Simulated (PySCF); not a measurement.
**Two-component Hartree-Fock for Ar²⁺ (argon, charge +2)**

Start: [Ne] 3s1 3p4 4s1; 3s1/2 filled at m_j = +1/2; 3p1/2 filled at m_j = +1/2; 3p3/2 filled at m_j = -1/2, +1/2, +3/2; 4s1/2 filled at m_j = +1/2. Calculated with PySCF 2.14 in x2c-TZVPall-2c with one added diffuse shell each of s, p type (6s7p2d1f, 44 functions): generalised Hartree-Fock with the X2C-1e Hamiltonian and a Gaussian nucleus; one run each with spin-orbit coupling (SO) switched off, then screened by Boettger's factors. This is a chosen level, not necessarily the ground level.

```tsv
spinor shell	electrons	ε, spin-free (eV)	ε, screened SO (eV)	weight of nominal j (screened SO)	rms radius, screened SO (bohr)
1s1/2	2	-3281.6	-3281.5	1.000	0.0991
2s1/2	2	-377.15	-377.12	1.000	0.446
2p1/2	2	-300.37	-302.56	0.867	0.414
3s1/2	1	-72.644	-72.630	1.000	1.37
3p3/2	3	-49.341	-51.356	0.657	1.51
3p1/2	1	-49.341	-43.347	0.655	1.57
4s1/2	1	-18.633	-18.632	1.000	3.60
```

**Question.** Where does 2p3/2 lie, and what is the 2p spin-orbit splitting (screened SO)?

**Answer.** At -299.24 eV, 3.322 eV above 2p1/2.

| quantity | spin-free | screened SO |
| --- | --- | --- |
| E (hartree) | -525.77401 | -525.77836 |
| M_J | 3 | 3 |
| ⟨J²⟩ | 12.006 | 12.006 |
| ⟨L²⟩ | 2.004 | 2.005 |
| ⟨S²⟩ | 6.002 | 6.001 |

Each row is a mean over spinors that exchange with the open shell spreads, by up to 2.870 eV (2p3/2).

Rows whose weight is well below 1 are mixtures of j = l ± 1/2: exchange outweighs spin-orbit coupling there, and the label is only the starting occupation.

Without spin-orbit coupling the j labels of p, d and f shells carry no meaning; the spin-free column gives the mean over the occupied spinors of each nl shell.
